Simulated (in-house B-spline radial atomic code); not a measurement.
The numbers below are computed, except where a source is named.
# Sn in an electron gas of r_s = 2.4: phase shifts, screening, friction and resistivity

A nucleus sits in a uniform electron gas with a rigid positive background. The Kohn-Sham equations are solved self-consistently in the spin-unpolarised LDA (PW92), non-relativistic, on B-splines with outgoing waves at the boundary and partial waves to l = 8. The model has no lattice, no bands and no magnetic solution. Atomic units; δ_l are the phase shifts at the Fermi level, counted so that each bound state adds π, and good to about 0.0005.

The density parameter is r_s = 2.4 bohr, near that of the valence electrons of In (3 per atom, density 7.31 g/cm³, mass 114.82 u, which gives r_s = 2.41).

| l | δ_l (rad) |
| --- | --- |
| 0 | 13.3235 |
| 1 | 10.6174 |
| 2 | 6.5530 |
| 3 | 0.0717 |
| 4 | 0.0094 |
| 5 | 0.0013 |
| 6 | 0.0003 |
| 7 | 0.0002 |
| 8 | 0.0001 |

Bound levels below the band bottom (hartree): d -17.28, s -4.189, p -2.856, d -0.6539, s -0.09324 and deeper ones.

**Question.** Check the Friedel sum rule, and say where the screening charge sits.

**Answer.** k_F = (9π/4)^(1/3)/r_s = 0.79965. The rule is Z = (2/π) Σ (2l + 1) δ_l. The terms are s 8.482, p 20.278, d 20.859, f 0.320 and 0.068 beyond, in all 50.007 against Z = 50. Bound states hold 10 s, 18 p, 20 d electrons, so the scattering states carry 2.01 in all; where a term is smaller than its bound count, the bound level has drawn weight out of the band.

**Question.** Find the transport cross section and the electronic stopping of a 1 keV Sn ion (mass 118.71 u).

**Answer.** σ_tr = (4π/k_F²) Σ (l + 1) sin²(δ_l − δ_(l+1)). The terms for l = 0 to 3 are 0.1780, 1.2714, 0.1162, 0.0155, all together 1.5814, so σ_tr = 19.652 × 1.5814 = 31.078 bohr². With n = 3/(4π r_s³) = 0.01727, the friction coefficient is Q = n k_F σ_tr = 0.4292. For v well below v_F = 0.800, dE/dx = Q v; with 24801 eV per u at v = 1, v = √(1000/(24801 × 118.71)) = 0.0184, so dE/dx = 0.00791 hartree/bohr = 4.07 eV/nm. The largest term couples the p and d waves.

**Question.** What residual resistivity would 1 atomic per cent of such centres give in In?

**Answer.** Δρ = k_F n_i σ_tr/n in atomic units of 21.74 μΩ·cm. With one host atom per 3 electrons, n_i/n = 0.01/3, so Δρ = 0.7996 × 0.00333 × 31.078 × 21.74 = 1.80 μΩ·cm. This is an atom added to the gas, as on an interstitial site.

**Question.** On a substitutional site the background of one host ion, a sphere holding 3 charges, is taken out. The phase shifts for l = 0 to 4 become 13.0135, 9.9535, 6.2206, -0.0144, -0.0043. What follows?

**Answer.** The Friedel sum is now 47.00, for Z − 3 = 47. The sum in σ_tr is 0.6356, so σ_tr = 12.49 bohr² and Δρ = 0.72 μΩ·cm per atomic per cent, 0.40 times the value above. A real host ion scatters too, so this model doesn't give zero even for the host's own atom.
